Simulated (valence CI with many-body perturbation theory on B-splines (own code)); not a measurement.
# Ba7+: electric-dipole lines

Calculated by configuration interaction combined with many-body perturbation theory (CI+MBPT): three valence electrons over a frozen Dirac-Fock core [Kr] 4d10, radial functions for each j: 8 s, 8 p, 9 d, 9 f, 6 g, 3 h, 2 i, with the one-electron correlation potential Σ1, the two-electron term Σ2, the three-electron term Σ3, Breit, model QED; selected CI, second order for the rest, scaled by the run's own slope (own B-spline code, finite nucleus).

Against 58 measured levels this calculation errs by 850 cm⁻¹ on average and by 3081 at most. These come from a selection out of Sansonetti and Curry, J. Phys. Chem. Ref. Data 39, 043103 (2010). Levels without a partner in it may be off by more, other configurations by several thousand cm⁻¹. 3 measured levels below the end of the list, from 249919 cm⁻¹ on, found no clear computed partner, and computed levels of the same name lie up to 9005 cm⁻¹ from them.

Lines 51 to 100 of 226 in falling wavelength, among levels below 49.882 eV, chosen from the strongest by gf and those to the six lowest levels. Wavelengths and rates use the calculated energies, so an error of 900 cm⁻¹ moves a line at 78.77 nm by 0.71 % and its rate by three times that or more. Electric multipoles are in the length gauge, E1 and E2 with the static RPA response of the core. Weak lines are less certain than strong ones. Lines between different terms over intervals too small for the method are left out, as are lines whose strength nearly cancels. The highest levels of a list are the least certain.

Names give the largest LS component (configuration and term), which can be under half, so a name can repeat, a term be missing and a line seem to break the LS rules; names also repeat where a configuration has a term twice. Letters in brackets count levels of one name in rising energy.

| λ vac (nm) | λ from measured levels | Upper | Lower | A (s⁻¹) | S (a.u.) |
| --- | --- | --- | --- | --- | --- |
| 82.71 |  | 4f5s5p ²G_7/2 [a] | 4f5s² ²F°_7/2 | 9.68e+07 | 2.16e-01 |
| 81.83 |  | 4f5s5p ²G_7/2 [a] | 4f5s² ²F°_5/2 | 3.78e+07 | 8.17e-02 |
| 78.77 | 78.44 | 5p³ ²P°_1/2 | 5s5p² ²S_1/2 | 1.59e+09 | 7.66e-01 |
| 78.48 | 78.06 | 5p³ ⁴S°_3/2 [b] | 5s5p² ²P_1/2 | 4.36e+08 | 4.16e-01 |
| 77.94 | 77.79 | 5s5p² ⁴P_3/2 | 5s²5p ²P°_1/2 | 3.18e+06 | 2.97e-03 |
| 77.28 | 78.00 | 5s5p5d ²F°_5/2 [a] | 5s²5d ²D_3/2 | 2.57e+08 | 3.52e-01 |
| 76.40 | 75.77 | 4f5s5p ⁴D_7/2 | 4f5s² ²F°_5/2 | 1.40e+07 | 2.47e-02 |
| 76.15 | 76.27 | 5p³ ⁴S°_3/2 [a] | 5s5p² ²D_3/2 | 5.02e+08 | 4.38e-01 |
| 74.84 |  | 4f5p² ⁴G°_5/2 | 4f5s5p ²F_5/2 [a] | 1.12e+09 | 1.39e+00 |
| 74.68 | 74.16 | 4f5s5p ⁴D_5/2 | 4f5s² ²F°_5/2 | 6.02e+07 | 7.42e-02 |
| 74.58 | 74.55 | 5s5p² ²D_3/2 | 5s²5p ²P°_3/2 | 4.05e+07 | 3.32e-02 |
| 74.26 |  | 4f5p² ⁴G°_7/2 | 4f5s5p ²G_7/2 [a] | 1.54e+09 | 2.49e+00 |
| 73.86 | 73.13 | 4f5s5p ²G_7/2 [b] | 4f5s² ²F°_7/2 | 1.59e+08 | 2.53e-01 |
| 73.36 | 72.75 | 4f5s5p ⁴D_3/2 | 4f5s² ²F°_5/2 | 1.88e+07 | 1.47e-02 |
| 73.16 | 72.45 | 4f5s5p ²G_7/2 [b] | 4f5s² ²F°_5/2 | 6.40e+07 | 9.90e-02 |
| 73.16 | 73.05 | 5p³ ⁴S°_3/2 [b] | 5s5p² ²D_5/2 | 8.51e+08 | 6.58e-01 |
| 72.51 | 72.26 | 5p³ ²P°_3/2 | 5s5p² ²P_3/2 | 1.76e+09 | 1.32e+00 |
| 72.21 | 72.24 | 5p³ ²D°_5/2 | 5s5p² ²D_5/2 | 1.54e+09 | 1.72e+00 |
| 71.72 | 71.64 | 5p³ ²P°_3/2 | 5s5p² ²S_1/2 | 2.56e+08 | 1.86e-01 |
| 71.07 |  | 4f5p² ⁴G°_5/2 | 4f5s5p ²F_7/2 [a] | 1.30e+09 | 1.38e+00 |
| 71.03 |  | 4f5p² ⁴G°_5/2 | 4f5s5p ⁴F_5/2 | 6.84e+08 | 7.26e-01 |
| 70.78 |  | 4f5p² ⁴G°_5/2 | 4f5s5p ⁴F_3/2 | 1.18e+09 | 1.24e+00 |
| 70.39 | 70.33 | 5s5p² ²D_5/2 | 5s²5p ²P°_3/2 | 9.34e+08 | 9.65e-01 |
| 69.70 |  | 4f5p² ⁴G°_7/2 | 4f5s5p ⁴F_9/2 | 2.47e+09 | 3.30e+00 |
| 69.63 | 69.57 | 4f5s5p ²D_5/2 [a] | 4f5s² ²F°_5/2 | 4.29e+08 | 4.28e-01 |
| 69.58 |  | 4f5p² ⁴G°_7/2 | 4f5s5p ²F_7/2 [a] | 8.33e+08 | 1.11e+00 |
| 69.54 |  | 4f5p² ⁴G°_7/2 | 4f5s5p ⁴F_5/2 | 7.88e+08 | 1.05e+00 |
| 69.12 | 69.00 | 5p³ ⁴S°_3/2 [b] | 5s5p² ²D_3/2 | 4.68e+08 | 3.05e-01 |
| 69.03 |  | 4f5p² ⁴G°_5/2 | 4f5s5p ⁴F_7/2 | 7.66e+08 | 7.46e-01 |
| 68.27 | 68.27 | 5p³ ²D°_5/2 | 5s5p² ²D_3/2 | 3.77e+08 | 3.55e-01 |
| 68.14 |  | 4f5p² ⁴G°_5/2 | 4f5s5p ⁴G_5/2 | 6.88e+08 | 6.45e-01 |
| 67.14 | 67.59 | 5s5p5d ²F°_7/2 [a] | 5s²5d ²D_5/2 | 5.70e+08 | 6.82e-01 |
| 66.77 |  | 4f5p² ⁴G°_7/2 | 4f5s5p ⁴G_5/2 | 1.68e+08 | 1.98e-01 |
| 66.66 | 67.54 | 5s²6p ²P°_1/2 | 5s²5d ²D_3/2 | 3.67e+09 | 1.07e+00 |
| 66.07 | 66.24 | 5s5p² ²P_1/2 | 5s²5p ²P°_3/2 | 4.30e+08 | 1.22e-01 |
| 66.02 | 66.18 | 5p³ ⁴S°_3/2 [a] | 5s5p² ⁴P_5/2 | 3.34e+09 | 1.90e+00 |
| 65.90 | 65.88 | 4f5s5p ²D_3/2 [a] | 4f5s² ²F°_5/2 | 1.16e+07 | 6.56e-03 |
| 64.12 | 64.50 | 5s²6p ²P°_3/2 [a] | 5s²5d ²D_3/2 | 1.25e+09 | 6.51e-01 |
| 63.80 | 64.62 | 5s²6p ²P°_3/2 [b] | 5s²5d ²D_5/2 | 4.52e+09 | 2.32e+00 |
| 63.76 |  | 4f5p² ⁴G°_5/2 | 5s²5d ²D_5/2 | 2.62e+08 | 2.01e-01 |
| 63.42 | 63.40 | 5s5p² ²D_3/2 | 5s²5p ²P°_1/2 | 2.38e+09 | 1.20e+00 |
| 62.65 | 63.13 | 5s5p5d ²F°_5/2 [a] | 5s5p² ²P_3/2 | 2.72e+08 | 1.98e-01 |
| 62.23 | 62.38 | 5p³ ⁴S°_3/2 [a] | 5s5p² ⁴P_3/2 | 1.54e+09 | 7.33e-01 |
| 62.18 | 62.23 | 4f5s5p ²F_5/2 [b] | 4f5s² ²F°_7/2 | 2.56e+08 | 1.82e-01 |
| 61.76 | 61.73 | 4f5s5p ²F_7/2 [b] | 4f5s² ²F°_7/2 | 8.12e+09 | 7.55e+00 |
| 61.68 | 61.73 | 4f5s5p ²F_5/2 [b] | 4f5s² ²F°_5/2 | 8.27e+09 | 5.74e+00 |
| 61.27 | 61.25 | 4f5s5p ²F_7/2 [b] | 4f5s² ²F°_5/2 | 7.44e+08 | 6.76e-01 |
| 61.09 | 60.96 | 5p³ ²P°_3/2 | 5s5p² ²P_1/2 | 5.61e+08 | 2.53e-01 |
| 61.00 | 61.54 | 5s5p5d ²F°_7/2 [b] | 5s²5d ²D_5/2 | 3.46e+09 | 3.10e+00 |
| 60.78 | 61.21 | 5s5p5d ²F°_5/2 [b] | 5s²5d ²D_5/2 | 4.27e+08 | 2.84e-01 |
